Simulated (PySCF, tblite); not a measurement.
Compound: C4H13NP2Si2.
Structure used (PBE0-D3(BJ)/def2-SVP), in Å, numbered top down from 1:
```xyz
22
C4H13NP2Si2 angstrom
C     -2.735    0.415   -0.567
C     -2.424    0.856    0.880
C     -1.181    0.038    1.273
N     -0.555   -0.322    0.012
Si     0.970    0.293   -0.511
P      2.566    0.193    1.113
Si     3.677   -0.390   -0.797
P      1.932   -0.960   -2.158
C     -1.648   -0.624   -0.895
H     -3.745   -0.006   -0.677
H     -2.665    1.271   -1.255
H     -3.262    0.676    1.569
H     -2.201    1.932    0.917
H     -0.486    0.582    1.931
H     -1.484   -0.881    1.812
H      0.984    1.709   -1.018
H      2.241   -1.187    1.331
H      4.684   -1.476   -0.608
H      4.355    0.818   -1.354
H      1.717   -2.139   -1.369
H     -1.321   -0.602   -1.947
H     -2.024   -1.646   -0.696
```

Jobs on this species (22 atoms, 102 electrons) with PySCF (density fitting) and tblite. Hardware of each: one thread, Intel Xeon Platinum 8375C at 2.90 GHz (x86_64) (shared host). The host was shared with other jobs, so the times are rough.

```json
{"level and settings": "delta-SCF UKS SCAN, pcX-2 on the ionised atom, pcseg-1 elsewhere, spin-free X2C", "work": "ΔSCF core ionisation, 9 holes", "basis functions": "249", "SCF cycles": "?", "wall time": "?"}
{"level and settings": "GFN2-xTB", "work": "Hessian by finite differences", "basis functions": "–", "SCF cycles": "–", "wall time": "?"}
{"level and settings": "PBE0-D3(BJ)/def2-SVP, grid level 1", "work": "geometry optimisation from a GFN2-xTB start", "basis functions": "207", "SCF cycles": "?", "wall time": "?"}
{"level and settings": "CAM-B3LYP/pcSseg-1", "work": "shieldings, ring-centre shieldings", "basis functions": "246", "SCF cycles": "12", "wall time": "77 s"}
{"level and settings": "CAM-B3LYP/def2-SVPD", "work": "10 singlets by full TDDFT, 4 Tamm–Dancoff triplets, polarisability, ΔSCF ions, density and orbital grids written", "basis functions": "300", "SCF cycles": "13", "wall time": "7.8 min"}
{"level and settings": "PBE0/pcSseg-1", "work": "shieldings, ring-centre shieldings, charges and field gradients, density and orbital grids written", "basis functions": "246", "SCF cycles": "13", "wall time": "72 s"}
```

Q: Fill in the missing figures.

A: 
- delta-SCF UKS SCAN, pcX-2 on the ionised atom, pcseg-1 elsewhere, spin-free X2C; ΔSCF core ionisation, 9 holes: 2.2 min, 137 SCF cycles
- GFN2-xTB; Hessian by finite differences: 2.1 s
- PBE0-D3(BJ)/def2-SVP, grid level 1; geometry optimisation from a GFN2-xTB start: 4.2 min, 73 SCF cycles

Q: What do all jobs in the table cost together?

A: About 17 min; the longest takes about 47 % of that, and about 220 times as long as the shortest.
